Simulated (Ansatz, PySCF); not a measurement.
Pair of molecules: NH3 (SMILES N) (first 4 atoms) with H2 (SMILES [H][H]); geometry from B3LYP-D3(BJ)/def2-TZVP.
(charge 0, multiplicity 1):
```xyz
6

N      0.015    -0.002    -0.138
H     -0.713     0.618    -0.473
H      0.898     0.344    -0.496
H     -0.146    -0.912    -0.554
H      0.021    -0.160     2.473
H      0.021    -0.209     3.219
```

Interaction energies are E(AB) − E(A) − E(B) at the monomers' geometry in the complex; basis-set methods are counterpoise corrected. Rows marked so take none.

Rows in 3-21G, 6-31G* carry no dispersion term and start afresh at each structure (6-31G* with six Cartesian d functions).

Codes used: Ansatz (an electronic-structure program) with Gaussian orbitals; PySCF for 3-21G rows, 6-31G* rows, the dispersion terms. 

### Question
One of these levels gives -95.3 meV for the interaction energy. Which one is it?
A. BLYP-D4/def2-TZVPPD
B. BP86/6-31G* (no counterpoise)
C. HF/3-21G (no counterpoise)

### Answer
C, HF/3-21G (no counterpoise). The others give -25.2 (BLYP-D4/def2-TZVPPD), -50.9 (BP86/6-31G* (no counterpoise))
